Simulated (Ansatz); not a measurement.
Total energies of CdMe(OH) (CH₄CdO) from Ansatz at PBE-D4/def2-TZVP, gas phase (1 Eh = 27.2114 eV = 2625.5 kJ/mol). The reference geometry is relaxed at r2SCAN-D4/def2-TZVP.

```csv
atom,x (Å),y (Å),z (Å)
Cd1,0.1522,-0.7111,0.0239
C2,-0.3657,1.2859,-0.2645
H3,0.2145,1.9206,0.4059
H4,-1.4274,1.4285,-0.0612
H5,-0.1572,1.5731,-1.2957
O6,0.5999,-2.6308,0.1702
H7,0.9837,-2.8662,1.0214
```

| state | geometry | energy (Eh) |
| --- | --- | --- |
| charge 0 singlet | reference | -283.41916 |
| charge 1 doublet | reference | -283.06363 |
| charge 1 doublet | relaxed at r2SCAN-D4/def2-TZVP | -283.07426 |
| free Cd atom (singlet) | – | -167.78889 |
| free C atom (triplet) | – | -37.79597 |
| free H atom (doublet) | – | -0.49962 |
| free O atom (triplet) | – | -75.00967 |

In the def2 sets Cd takes a core potential; there is no spin–orbit coupling.

Task: Work out the vertical ionisation energy to the doublet.

Result: E(charge 1 doublet) − E(charge 0 singlet) = -283.06363 − (-283.41916) = 0.35553 Eh = 9.67 eV. For comparison, −ε of the highest occupied level is 5.98 eV at this level, 3.69 eV less.

Task: How much does the charge 1 doublet relax, and what is the adiabatic ionisation energy?

Result: Relaxation: -283.06363 − (-283.07426) = 0.01063 Eh = 0.29 eV. Adiabatic ionisation energy: 0.34490 Eh = 9.39 eV, without zero-point energy. 

Task: What is the binding energy per atom against free atoms?

Result: Atoms: 1 × (-167.78889) + 1 × (-37.79597) + 4 × (-0.49962) + 1 × (-75.00967) = -282.59301 Eh. Binding: -282.59301 − (-283.41916) = 0.82615 Eh = 22.48 eV, or 3.21 eV for each of 7 atoms (no zero-point energy, no counterpoise term).

At PBE-D4/def2-TZVP the gap within one spin of the charge 1 doublet nearly closes, so an electron or hole may be smeared out by delocalisation error.
